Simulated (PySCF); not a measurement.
# How methods differ on the ionisation energy of Pb⁶⁷⁺

Pb⁶⁷⁺ [Ne] 3s2 3p3 (4S) → Pb⁶⁸⁺ [Ne] 3s2 3p2 (3P), as a difference of total energies. Calculation: PySCF 2.14, in an uncontracted even-tempered set (17 s from 21 bohr⁻², ratio 2.5; 12 p from 27 bohr⁻², ratio 2.5; 4 d from 100 bohr⁻², ratio 2.7; 4 f from 150 bohr⁻², ratio 2.7); the spin-free X2C one-electron Hamiltonian (Gaussian nucleus). Correlated levels: outer shells: 1s2 frozen; virtual orbitals above 40 to 60 times the deepest correlated orbital energy dropped. The calculations carry no spin-orbit coupling.

```
                method  ionisation energy (eV)
                   UHF                  7992.0
                   LDA                  7991.0
                   PBE                  7992.5
                  PBE0                  7992.7
                r2SCAN                  7994.2
                 TPSSh                  7992.9
                 B97-3                  7992.3
    MP2 (outer shells)                  7992.8
SCS-MP2 (outer shells)                  7992.5
```

Spin-orbit coupling is strong in these open shells (close to jj coupling). The scalar numbers leave it out and a first-order estimate fails, so it can dominate the gap to the real levels.

The ground level that NIST lists for one species does not belong to the high-spin term computed here, so part of any gap is the choice of state.

Breit and QED terms and the two-electron picture change are absent.

For comparison: 7790 ± 40 eV (theoretical estimate listed by NIST; NIST Atomic Spectra Database, ionization energies).
